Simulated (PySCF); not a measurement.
A small calculation by hand: chemical shift, span and skew from a shielding tensor

C₂H₁₀FNSi₂, SMILES NC[SiH2]C[SiH2]F. Atoms are numbered in the order given.

```xyz
16

N     -3.5181    -0.4014    -0.3942
C     -2.4463    -0.3249     0.5970
Si    -0.7973     0.0535    -0.2614
C      0.6305    -0.0137     0.9862
Si     2.3294    -0.0801     0.2173
F      2.3547     0.9289    -1.0691
H     -3.3880    -1.2111    -1.0006
H     -4.4281    -0.5198     0.0515
H     -2.3296    -1.2201     1.2495
H     -2.6496     0.5181     1.2818
H     -0.5692    -0.9796    -1.3191
H     -0.8463     1.3933    -0.9059
H      0.5572     0.8626     1.6535
H      0.5082    -0.9117     1.6190
H      3.3969     0.3706     1.1523
H      2.6282    -1.4495    -0.2826
```

Geometry optimised at B3LYP-D3(BJ)/def2-SVP. The structure was generated by enumeration, and PubChem lists no compound with its InChIKey, so it may never have been made. Other conformers were not sampled.

GIAO shieldings from PBE/pcSseg-1 (PySCF), non-relativistic, no solvent. The symmetric part of the tensor of N1 has the principal values 194.0, 244.6, 268.0 ppm. The same nucleus in NH3 has σ = 267.0 ppm at this level (PySCF, at its B3LYP-D3(BJ)/def2-TZVP geometry).

Question: Work out the isotropic shielding, the ¹⁵N shift against NH3, the span and the skew.

Answer: 
σ(iso) = (σ11 + σ22 + σ33)/3 = 235.5 ppm. δ = σ(ref) − σ(iso) = 267.0 − (235.5) = 31.5 ppm.
Span Ω = σ33 − σ11 = 74.0 ppm. Skew κ = 3(σ(iso) − σ22)/Ω = -0.37. Tumbling in solution averages the tensor to δ; in a static solid the shielding alone would spread this spin-1/2 line over Ω.
